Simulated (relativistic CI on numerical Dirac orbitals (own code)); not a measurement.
**Mo²⁸⁺: computed level list**

Method of calculation: Dirac-Coulomb-Breit CI, orbitals from a KLI potential per configuration, model QED, unscaled Slater integrals (own radial code, finite nucleus).

Configurations in the expansion (outside the closed core [Ne]): 3s²3p², 3s3p³, 3s²3p3d, 3p⁴, 3s3p²3d, 3p³3d, 3s3p3d², 3s²3d4p, 3p³4s, 3s3p3d4s, 3p³4p, 3s²3p4s, 3s²3p4p, 3s²3p4d, 3p²3d4p, 3s3p²4s, 3s²3p4f, 3s3p²4p, 3s3p²4d, 3s3p²4f, 3s²3p5s, 3s²3p5p, 3s²4s4p, 3s²3p5d, 3s²3p5f, 3s²3p5g, 3s3p4s², 3s3p²5s, 3s²3d², 3s3d³, 3p²3d², 3p3d³, 3p3d²4s, 3p3d²4p, 3p3d²4d, 3s²3d4s, 3s3d²4s, 3s3p3d4p, 3s3d²4p, 3s3d4s4p, 3s3d4p², 3s3d4p4d, 3p²3d4s, 3p3d4s², 3p3d4s4p, 3p3d4s4d, 3s²4s², 3s3d4s², 3s²4p², 3s3p4s4p, 3s4s²4p, 3s4s4p², 3s4s4p4d. Double excitations out of closed p, d and f shells are left out; levels of such configurations are missing from the list, as are those of other unlisted configurations, and high levels can miss mixing partners. These lack a partner that the ground configuration has and come out too high: 3s3p²4d, 3s3p²4f, 3s3p²5s, 3s²3p4f, 3s²3p5s.

The lowest level is 3s²3p² ³P0, with 79 % of that term; Hund's rules for 3s²3p² give ³P with J = 0, in agreement.

```tsv
No.	Configuration	Term	J	E (cm⁻¹)	%	Next component (%)	Lifetime (s)	jj configuration (%)
1	3s²3p²	³P	0	0	79	19 ¹S		3p1/2^2 (96)
2	3s²3p²	³P	1	160632	98	1 3s3p²3d ³P	1.68e-05	3p1/2 3p3/2 (98)
3	3s²3p²	¹D	2	196756	50	48 ³P	2.48e-03	3p1/2 3p3/2 (95)
4	3s²3p²	³P	2	384860	50	48 ¹D	6.92e-06	3p3/2^2 (95)
5	3s²3p²	¹S	0	471028	77	19 ³P	3.12e-06	3p3/2^2 (95)
6	3s3p³	⁵S°	2	694959	70	22 ³P°	5.07e-10	3s 3p3/2 (72)
7	3s3p³	³D°	1	820232	57	19 ³P°	4.82e-11	3s 3p3/2 (68)
8	3s3p³	³D°	2	867249	55	20 ⁵S°	1.72e-10	3s 3p1/2 3p3/2^2 (73)
9	3s3p³	³D°	3	920110	86	11 3s²3p3d ³D°	2.07e-10	3s 3p1/2 3p3/2^2 (86)
10	3s²3p3d	¹D°	2	980316	30	27 ³F°	1.59e-10	3p1/2 3d3/2 (57)
11	3s3p³	³P°	0	1000037	89	9 3s²3p3d ³P°	4.32e-11	3s 3p1/2 3p3/2^2 (89)
12	3s3p³	³P°	1	1019613	60	17 ³D°	2.73e-11	3s 3p1/2 3p3/2^2 (73)
13	3s²3p3d	³F°	2	1070210	56	14 3s3p³ ³D°	4.21e-11	3p1/2 3d3/2 (38)
14	3s²3p3d	³F°	3	1123695	84	6 ¹F°	5.52e-11	3p1/2 3d5/2 (73)
15	3s3p³	³S°	1	1124756	48	32 ¹P°	5.07e-12	3s 3p1/2 3p3/2^2 (63)
16	3s3p³	³P°	2	1145965	38	27 3s²3p3d ¹D°	2.98e-11	3s 3p3/2^3 (46)
17	3s²3p3d	³D°	1	1187684	40	21 ³P°	5.04e-12	3p1/2 3d3/2 (78)
18	3s²3p3d	³P°	2	1196398	53	25 3s3p³ ¹D°	8.28e-12	3p1/2 3d5/2 (53)
19	3s²3p3d	³F°	4	1263942	98	1 3p³3d ³F°	1.80e-05	3p3/2 3d5/2 (98)
20	3s3p³	¹P°	1	1303981	28	24 ³S°	5.23e-12	3p3/2 3d3/2 (45)
21	3s²3p3d	³D°	2	1327230	43	24 ¹D°	4.36e-12	3p3/2 3d3/2 (69)
22	3s²3p3d	³P°	0	1336175	88	9 3s3p³ ³P°	6.13e-12	3p3/2 3d3/2 (88)
23	3s²3p3d	³D°	3	1337835	63	15 ¹F°	5.64e-12	3p3/2 3d3/2 (50)
24	3s²3p3d	³P°	1	1373577	44	12 3s3p³ ¹P°	6.15e-12	3s 3p3/2^3 (39)
25	3s²3p3d	³P°	2	1393691	33	16 ³D°	6.23e-12	3p3/2 3d5/2 (59)
26	3s²3p3d	¹F°	3	1442044	77	18 ³D°	6.01e-12	3p3/2 3d5/2 (64)
27	3s²3p3d	¹P°	1	1496023	65	15 3s3p³ ¹P°	5.88e-12	3p3/2 3d5/2 (66)
28	3s3p²3d	⁵F	1	1553651	75	15 ³D	2.54e-10	3s 3p1/2^2 3d3/2 (74)
29	3s3p²3d	⁵F	2	1557203	24	23 ³P	9.69e-11	3s 3p1/2^2 3d3/2 (50)
30	3s3p²3d	⁵F	2	1594829	42	21 3p⁴ ³P	4.29e-11	3p3/2^2 (30)
```

Energies count from the lowest computed level; ° marks odd parity; lifetimes are radiative, by E1, M1, E2, M2, E3 decay to levels of this space only. Filled j subshells are mostly left out of the jj labels.

The mean weight of the leading LS term, summed over parents, in these 30 levels is 60 %, and that of the leading jj configuration (from the same eigenvectors) 69 %.

At this charge energies of transitions that change n are usually good to better than 1 %, and those within a shell (Δn = 0) to a few per cent.

LS names give the leading component of a level, which can be under half, so a name can repeat, a term be missing and a line seem to break the LS rules.
